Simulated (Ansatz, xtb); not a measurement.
## Isomers of C7H5PS in order of energy

10 gas-phase structures of C7H5PS, from a drawn sample of its isomers (lower ones may exist). Each was relaxed with GFN2-xTB:

A. `C#CC1=CC=CC(S)=P1`, a singlet
B. `C#CC1=PC=CC(S)=C1`, a singlet
C. `C#CC1=PC=CC=C1S`, a singlet
D. `C#CC1=PC=C(S)C=C1`, a singlet
E. `C#CC1=CP=C(S)C=C1`, a singlet
F. `C#CC1=C(S)C=PC=C1`, a singlet
G. `C#CC1=CC(S)=PC=C1`, a singlet
H. `C#CC1=CP=CC(S)=C1`, a singlet
I. `C#CC1=CC=CP=C1S`, a singlet
J. `C#CC1=C(S)C=CP=C1`, a singlet

Problem. Estimate their order in r2SCAN-D4/def2-SVP energy at these geometries, lowest first.

Solution. Calculated order at r2SCAN-D4/def2-SVP: C (0.0), F (0.6), A (0.9), G (1.1), J (1.3), I (1.3), D (1.4), B (1.8), H (2.9), E (3.0) kcal/mol. Less than 1 kcal/mol parts C and F; F and A; A and G; G and J; J and I; I and D; D and B; H and E, so the order within those pairs means little.

Energies above the lowest of each column, in kcal/mol; the last columns are at B3LYP-D3(BJ)/def2-SVP geometries and were run for some of them only (a dash: not run or not comparable):

| structure | GFN2-xTB | HF/STO-3G | r2SCAN-D4/def2-SVP | B3LYP-D3(BJ)/def2-SVP | CCSD(T)/def2-SVP + ΔMP2/def2-TZVPP |
| --- | --- | --- | --- | --- | --- |
| C | 0.2 | 1.5 | 0.0 | 0.0 | 0.0 |
| F | 0.0 | 2.2 | 0.6 | 0.5 | 0.1 |
| A | 1.6 | 0.9 | 0.9 | 1.1 | 1.3 |
| G | 1.1 | 1.6 | 1.1 | 1.2 | 1.0 |
| J | 0.5 | 2.7 | 1.3 | 1.2 | 0.8 |
| I | 1.9 | 2.8 | 1.3 | 1.4 | 1.0 |
| D | 0.5 | 0.0 | 1.4 | – | – |
| B | 0.9 | 0.2 | 1.8 | – | – |
| H | 0.5 | 2.0 | 2.9 | – | – |
| E | 2.5 | 2.3 | 3.0 | – | – |

CCSD(T)/def2-SVP + ΔMP2/def2-TZVPP puts C lowest of those it was run on, with F and I and J within 1 kcal/mol; HF/STO-3G picks D. CCSD(T)/def2-SVP + ΔMP2/def2-TZVPP orders those it was run on as C (0.0), F (0.1), J (0.8), I (1.0), G (1.0), A (1.3) kcal/mol. Less than 1 kcal/mol parts C and F; F and J; J and I; I and G; G and A, so the order within those pairs means little. Flexible structures stand in one conformer each, not always the lowest. Frequencies (GFN2-xTB) were run for A, C, F, G, I, J alone. ΔMP2 is the change of the MP2 energy from the smaller to the larger basis.

Over these structures GFN2-xTB departs from r2SCAN-D4/def2-SVP by 0.7 kcal/mol on average once a common shift is removed. A GFN2-xTB relaxation took about 0.16 s and the r2SCAN-D4/def2-SVP energy about 5.7 s on a shared host (Ansatz 0.2.0, xtb 6.7.1).
